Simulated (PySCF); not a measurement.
CH2FNOSi, SMILES N#CO[SiH2]F. Atoms are numbered in the order given.

```xyz
7

N      2.6297    -0.2355    -0.1313
C      1.5673    -0.0748     0.3037
O      0.3961     0.1068     0.8113
Si    -1.0868    -0.3030     0.0878
F     -1.4191     0.8134    -1.0260
H     -2.0633    -0.2242     1.1857
H     -0.9301    -1.6125    -0.5738
```
Charge 0, spin multiplicity 1.

The structure is a stationary point at ωB97X-D3(BJ)/def2-SVP. This is a generated structure with no PubChem entry under its InChIKey; it may be hypothetical. One conformer was computed; it need not be the lowest.

Calculation: HF/pcSseg-1 (PySCF).

GIAO shieldings, no solvent; atoms listed in one row are averaged. δ = σ(ref) − σ: ¹⁵N against NH3 (σ = 267.3 ppm); ¹³C against TMS (σ = 192.6 ppm); ¹⁷O against H2O (σ = 333.0 ppm); ²⁹Si against TMS (σ = 393.8 ppm); ¹⁹F against CFCl3 (σ = 238.5 ppm); ¹H against TMS (σ = 31.99 ppm), references at their B3LYP-D3(BJ)/def2-TZVP geometries, non-relativistic.

```json
[
 {"nucleus": "¹⁵N", "atoms": "N1", "count": "1", "δ (ppm)": "194.7"},
 {"nucleus": "¹³C", "atoms": "C2", "count": "1", "δ (ppm)": "120.8"},
 {"nucleus": "¹⁷O", "atoms": "O3", "count": "1", "δ (ppm)": "48.7"},
 {"nucleus": "²⁹Si", "atoms": "Si4", "count": "1", "δ (ppm)": "-26.3"},
 {"nucleus": "¹⁹F", "atoms": "F5", "count": "1", "δ (ppm)": "-132.7"},
 {"nucleus": "¹H", "atoms": "H7", "count": "1", "δ (ppm)": "4.82"},
 {"nucleus": "¹H", "atoms": "H6", "count": "1", "δ (ppm)": "4.61"}
]
```
